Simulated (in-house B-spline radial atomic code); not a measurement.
Ionising Kr6+ with different functionals

Computed with a B-spline radial code for spherical atoms: non-relativistic Hamiltonian, point nucleus, spin-polarised at highest spin, spherical fractional occupations for the functionals, and exact exchange of hybrids averaged over the configuration. The ionisation energy is the difference of two self-consistent energies, [Ar] 3d10 4s2 → [Ar] 3d10 4s1, without Breit or QED terms; ε is the level of the shell that loses the electron (its least bound occupied spin orbital). There is no spin-orbit coupling in this Hamiltonian.

```
   method                    rung  ΔSCF (eV)  -ε(4s) (eV)
     PBE0           global hybrid     107.65       102.18
    B3LYP           global hybrid     108.20       102.24
    TPSSh           global hybrid     107.46       101.16
   M06-2X           global hybrid     107.77       102.76
BHandHLYP           global hybrid     107.55       103.79
  r2SCAN0           global hybrid     107.13       102.41
    B97-1           global hybrid     108.01       101.85
    HSE06  range-separated hybrid     107.73       101.96
    wB97X  range-separated hybrid     107.41       105.18
CAM-B3LYP  range-separated hybrid     108.20       104.12
  LC-wPBE  range-separated hybrid     107.92       105.62
```

Q: Among the functionals, which spreads more, the ΔSCF values or the orbital energies?

A: The orbital energies: ΔSCF values span about 1.08 eV and the orbital energies 4.46 eV; here energy differences depend much less on the functional than eigenvalues do.

Q: How do they compare with the NIST value?

A: NIST lists 109.13 eV ± 0.05 (tabulated theory, ground level to ground level). Errors run from -2.00 to -0.93 eV; B3LYP is closest (-0.93 eV), though others lie within the uncertainty of it, and part of that can be cancellation, since the calculations leave out relativity, Breit-QED terms.
